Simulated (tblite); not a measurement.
Species: C7H9N.
Numbering: `[CH:1]#[C:2][C:3]1=[N:4][CH2:5][CH2:6][CH2:7][CH2:8]1` (hydrogens: H9 on C1; H10, H11 on C5; H12, H13 on C6; H14, H15 on C7; H16, H17 on C8)

Computed with GFN2-xTB (tblite), gas phase: Langevin dynamics at 600 K from the optimised GFN2-xTB geometry, time step 0.5 fs, friction 0.01 fs⁻¹, 2000 steps. Over the second half of the run the saved frames average 608 K.

The optimised geometry, where the run starts:
```
atom  x, y, z in Å
C1      3.232   -0.285    1.614
C2      2.118   -0.279    1.165
C3      0.821   -0.224    0.585
N4     -0.091   -0.952    1.071
C5     -1.415   -0.946    0.527
C6     -1.553   -0.304   -0.856
C7     -0.784    1.014   -0.870
C8      0.688    0.727   -0.585
H9      4.199   -0.307    2.022
H10    -2.047   -0.421    1.254
H11    -1.750   -1.989    0.510
H12    -1.137   -0.975   -1.612
H13    -2.607   -0.144   -1.085
H14    -0.893    1.518   -1.833
H15    -1.184    1.673   -0.096
H16     1.161    0.260   -1.454
H17     1.236    1.647   -0.368
```

t = 25 fs, T = 338 K, E(pot) 0.639 eV above the start
```
atom  x, y, z in Å  |  force x, y, z in eV/Å
C1      3.237   -0.367    1.549    1.672  -0.152   0.575
C2      2.111   -0.344    1.194   -3.301   0.098  -0.722
C3      0.775   -0.195    0.673   -1.034  -0.888   0.327
N4     -0.210   -0.945    1.088    2.774   1.724  -0.115
C5     -1.491   -0.968    0.506   -1.315  -0.289   0.181
C6     -1.590   -0.399   -0.911   -0.403   0.108   0.322
C7     -0.823    0.934   -0.852    0.103   1.397   0.178
C8      0.708    0.794   -0.496   -2.089   0.487   1.539
H9      4.201   -0.501    1.901    0.614   0.025   0.167
H10    -2.269   -0.406    1.146    1.159  -0.934  -0.450
H11    -1.697   -2.067    0.507   -0.497   0.666   0.103
H12    -1.149   -1.119   -1.592    0.538   0.123  -0.249
H13    -2.671   -0.356   -1.258    1.152   0.548   0.595
H14    -0.889    1.422   -1.832   -0.063   0.130   0.183
H15    -1.265    1.663   -0.061    0.387  -1.298  -1.230
H16     1.228    0.350   -1.284    0.866  -0.606  -1.406
H17     1.170    1.804   -0.282   -0.563  -1.138   0.003
```

t = 50 fs, T = 473 K, E(pot) 0.704 eV above the start
```
atom  x, y, z in Å  |  force x, y, z in eV/Å
C1      3.082   -0.413    1.404    1.038   0.322   0.701
C2      1.898   -0.252    1.235    1.034  -0.597  -0.218
C3      0.616   -0.248    0.655    0.688   1.676  -0.895
N4     -0.278   -1.004    1.087    0.922   0.024   1.361
C5     -1.575   -0.943    0.616   -1.762  -1.215   0.118
C6     -1.663   -0.401   -0.764   -0.362  -0.554  -3.052
C7     -0.899    0.892   -0.939   -0.901   1.923   0.291
C8      0.520    0.799   -0.517    1.164  -0.032   2.127
H9      4.118   -0.406    1.753   -1.330  -0.066  -0.460
H10    -2.210   -0.307    1.276    0.354  -0.515  -0.013
H11    -1.929   -2.026    0.669   -0.149   1.157  -0.054
H12    -1.195   -1.093   -1.503    0.102  -0.119   0.565
H13    -2.698   -0.373   -1.168    0.275   0.501   0.611
H14    -0.849    1.308   -1.964   -0.831  -0.326   0.300
H15    -1.294    1.677   -0.245   -0.483  -0.446  -0.717
H16     1.170    0.437   -1.306    0.284   0.108  -0.061
H17     0.850    1.851   -0.144   -0.043  -1.841  -0.604
```

t = 325 fs, T = 602 K, E(pot) 1.321 eV above the start
```
atom  x, y, z in Å  |  force x, y, z in eV/Å
C1      2.894   -0.063    0.268    2.740  -0.989   0.224
C2      1.786   -0.227    0.698    0.116   0.761  -0.262
C3      0.395   -0.035    0.681    0.511  -0.856  -1.716
N4     -0.262   -0.684    1.519    0.344   0.532   0.984
C5     -1.656   -0.680    1.532   -0.006   0.572  -0.927
C6     -2.366   -0.412    0.197   -1.436   0.754  -0.927
C7     -1.700    0.712   -0.601    1.256   0.761   0.409
C8     -0.083    0.543   -0.625   -3.280   1.673   1.037
H9      3.962   -0.338    0.238   -1.435   0.682  -0.160
H10    -1.907   -0.179    2.465   -0.669   0.569  -0.340
H11    -1.882   -1.668    1.637   -0.848  -3.115   1.170
H12    -2.485   -1.327   -0.461    0.487   0.713   0.966
H13    -3.418   -0.096    0.457    0.781  -0.252  -0.394
H14    -2.027    0.868   -1.652   -0.038  -0.525   0.677
H15    -1.976    1.625   -0.070    0.282   0.251  -0.003
H16    -0.020    0.004   -1.506    1.071  -1.899  -1.160
H17     0.372    1.494   -0.876    0.122   0.366   0.422
```

t = 425 fs, T = 775 K, E(pot) 0.972 eV above the start
```
atom  x, y, z in Å  |  force x, y, z in eV/Å
C1      2.916    0.314    0.863    0.903   0.440   0.863
C2      1.749    0.029    0.732   -0.317  -0.229   0.651
C3      0.279   -0.152    0.662    3.376   1.857  -1.987
N4     -0.353   -0.410    1.663   -0.874  -1.775   3.443
C5     -1.790   -0.528    1.784    2.098   1.988  -0.526
C6     -2.444   -0.243    0.470   -1.387  -1.181  -2.166
C7     -1.704    0.823   -0.390    0.304  -0.053   1.323
C8     -0.234    0.416   -0.599   -0.809   1.263  -0.771
H9      3.943    0.630    1.194   -1.933  -0.723  -0.983
H10    -1.982    0.265    2.496   -0.498   0.493   0.319
H11    -1.881   -1.411    2.342   -0.859  -1.576   0.084
H12    -2.646   -1.213   -0.147    0.587   1.438   0.926
H13    -3.412    0.222    0.606   -0.570  -0.239   0.300
H14    -2.265    1.054   -1.293    0.193  -0.302  -0.137
H15    -1.736    1.737    0.234    0.196  -0.135  -0.266
H16    -0.193   -0.360   -1.328    0.218  -0.379  -1.003
H17     0.406    1.302   -0.873   -0.628  -0.888  -0.071
```

t = 450 fs, T = 445 K, E(pot) 1.443 eV above the start
```
atom  x, y, z in Å  |  force x, y, z in eV/Å
C1      2.883    0.145    1.065   -2.806   0.252  -0.312
C2      1.687    0.254    0.925   -0.102  -0.255  -0.638
C3      0.260    0.113    0.766    0.447  -1.978  -0.554
N4     -0.313   -0.500    1.725   -1.595   1.874  -0.781
C5     -1.795   -0.507    1.700    0.786  -1.077   0.192
C6     -2.551   -0.186    0.341   -0.229   0.107  -0.239
C7     -1.790    1.002   -0.339    0.724  -1.764   1.396
C8     -0.433    0.299   -0.638    1.663   3.501   2.999
H9      3.872    0.225    0.920    2.182   0.071   0.116
H10    -2.017    0.188    2.511   -0.393   0.295  -0.184
H11    -1.913   -1.511    2.171   -0.946   0.356  -0.763
H12    -2.513   -1.137   -0.320   -0.336   1.546   0.993
H13    -3.614    0.223    0.410    1.100  -1.209   0.609
H14    -2.098    1.259   -1.315   -1.239   0.503  -0.705
H15    -1.856    1.870    0.391    0.702  -0.929  -1.079
H16    -0.645   -0.603   -1.136    0.302  -0.835  -0.494
H17     0.255    0.999   -1.137   -0.258  -0.460  -0.554
```

t = 575 fs, T = 630 K, E(pot) 1.105 eV above the start
```
atom  x, y, z in Å  |  force x, y, z in eV/Å
C1      2.734    0.357    1.127    0.151   0.071   0.675
C2      1.562    0.164    1.350   -0.610  -0.188  -1.043
C3      0.188    0.126    0.954   -1.990   1.062  -0.238
N4     -0.783   -0.112    1.751    2.306   0.768   0.780
C5     -2.174    0.064    1.458    1.303  -0.515   2.032
C6     -2.372   -0.388    0.080   -0.744   0.987  -1.165
C7     -1.571    0.536   -0.838   -1.473   2.367  -0.921
C8     -0.110    0.713   -0.495    1.397  -1.894   1.314
H9      3.753    0.551    1.329   -0.122  -0.135  -0.155
H10    -2.583    1.026    1.826    0.641   0.184  -1.058
H11    -2.615   -0.580    2.195   -0.684  -1.012   0.385
H12    -2.114   -1.423   -0.096    0.425  -0.237   0.268
H13    -3.430   -0.314   -0.050   -0.891   0.131  -1.011
H14    -1.658    0.156   -1.840    0.070  -0.283  -0.609
H15    -2.088    1.612   -0.944    0.843  -1.988   0.672
H16     0.523    0.120   -1.183   -0.225   0.147   0.162
H17     0.327    1.698   -0.493   -0.396   0.535  -0.086
```

t = 725 fs, T = 612 K, E(pot) 1.372 eV above the start
```
atom  x, y, z in Å  |  force x, y, z in eV/Å
C1      2.184   -0.138    2.163    1.618  -0.396   1.182
C2      1.175    0.245    1.664   -1.724   0.589  -0.606
C3     -0.150    0.375    1.131    2.026  -1.076  -3.492
N4     -1.107    0.497    1.881   -1.960   0.280   2.460
C5     -2.460    0.298    1.494   -0.610  -0.630  -2.097
C6     -2.564   -0.694    0.313    0.855  -0.840  -2.598
C7     -1.713   -0.014   -0.847   -0.594  -2.490   0.096
C8     -0.277   -0.039   -0.415   -0.102   3.008   0.741
H9      3.038   -0.378    2.757   -0.337   0.128  -0.587
H10    -2.898    1.255    1.163   -0.015  -0.196   0.407
H11    -3.089   -0.219    2.184    0.014   0.449   1.555
H12    -2.043   -1.730    0.606   -1.141   2.108  -0.613
H13    -3.587   -0.918   -0.164    1.177   0.405   1.365
H14    -1.750   -0.475   -1.864   -0.268  -0.728   0.756
H15    -2.003    0.954   -1.127   -0.828   1.649   0.620
H16     0.101   -1.008   -0.443    0.983  -1.439  -0.455
H17     0.131    0.687   -1.178    0.906  -0.821   1.267
```

t = 775 fs, T = 537 K, E(pot) 1.025 eV above the start
```
atom  x, y, z in Å  |  force x, y, z in eV/Å
C1      2.294    0.282    2.207   -1.347  -0.049  -0.531
C2      1.184    0.260    1.727   -0.318  -0.401   1.248
C3     -0.191    0.101    1.328   -1.174   1.267   1.375
N4     -1.212    0.272    2.128    4.077  -0.425  -0.300
C5     -2.495    0.277    1.660   -2.493   2.197  -0.569
C6     -2.775   -0.221    0.290    1.561  -0.338  -2.564
C7     -1.658    0.217   -0.741   -0.396   1.451  -0.324
C8     -0.252   -0.098   -0.148   -2.753  -0.784   0.148
H9      3.253    0.315    2.601    0.542   0.098   0.029
H10    -2.817    1.416    1.569    0.337  -1.631   0.969
H11    -3.176   -0.299    2.311    0.289   0.688   0.407
H12    -2.858   -1.289    0.321    0.388  -0.886  -0.167
H13    -3.687    0.095   -0.151   -1.008   0.624   0.052
H14    -1.816   -0.293   -1.716    0.209  -0.064   0.663
H15    -1.773    1.326   -1.052    0.143  -1.358   0.989
H16    -0.319   -1.175   -0.253    1.266  -0.434  -0.353
H17     0.568    0.438   -0.541    0.676   0.045  -1.072
```

t = 850 fs
```
atom  x, y, z in Å
C1      2.153    0.620    2.214
C2      0.998    0.409    1.986
C3     -0.351    0.236    1.628
N4     -1.404    0.544    2.177
C5     -2.736    0.431    1.593
C6     -2.667   -0.232    0.210
C7     -1.481    0.409   -0.553
C8     -0.228   -0.226    0.146
H9      3.250    0.606    2.233
H10    -3.272    1.337    1.419
H11    -3.490   -0.021    2.275
H12    -2.432   -1.282    0.374
H13    -3.700   -0.190   -0.264
H14    -1.446    0.287   -1.613
H15    -1.564    1.450   -0.288
H16    -0.329   -1.398    0.082
H17     0.780   -0.061   -0.434
```

Task: Estimate the potential energy and the forces of this last frame.

Result: 1.239 eV above the start.

| atom | Fx (eV/Å) | Fy (eV/Å) | Fz (eV/Å) |
| --- | --- | --- | --- |
| C1 | 2.222 | -0.246 | -0.021 |
| C2 | -0.548 | 0.189 | 1.150 |
| C3 | 1.930 | -0.613 | -3.115 |
| N4 | -2.643 | 0.930 | 1.878 |
| C5 | 0.336 | -0.863 | -0.391 |
| C6 | -0.914 | -0.663 | -0.373 |
| C7 | 0.120 | -0.971 | 1.528 |
| C8 | -0.206 | -1.482 | -1.634 |
| H9 | -1.536 | 0.221 | 0.122 |
| H10 | 0.586 | 1.647 | 0.121 |
| H11 | 1.034 | -0.651 | 0.003 |
| H12 | -0.203 | -0.270 | -0.218 |
| H13 | 1.314 | 0.183 | 0.167 |
| H14 | -0.264 | -0.266 | -0.541 |
| H15 | 0.444 | 0.655 | -0.292 |
| H16 | 0.082 | 1.899 | 0.251 |
| H17 | -1.751 | 0.302 | 1.365 |

The bond farthest from its length at the start is C8–H16 (1.178 against 1.095 Å), and half the difference of its two atoms' forces along it is -1.75 eV/Å (positive lengthens). The largest atomic force is 3.72 eV/Å.

What follows is the cost of the whole dynamics run. Hardware: one thread of an Arm Neoverse V2, no GPU, on a shared host. Cost: 10 s of wall time, 0.19 GiB resident at most.
